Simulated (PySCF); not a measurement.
C₄H₇FO₂, SMILES C1[C@@H](O)C(F)[C@@H]1O.

Geometry optimised at B3LYP-D3(BJ)/def2-SVP. The structure was generated by enumeration; whether it is a known compound was not checked. Other conformers were not sampled.

These are SMD-B3LYP/6-31G* run with PySCF values and carry that method's errors.

Solvation free energies are E(SMD) − E(gas) at the gas-phase geometry, for 1 M in both phases. In vacuum the dipole moment is 1.14 D.

### Question
Rank water, methanol, chlorobenzene by solvation free energy, most negative first.

### Answer
methanol (-10.7 kcal/mol), water (-8.8 kcal/mol), chlorobenzene (-6.2 kcal/mol)
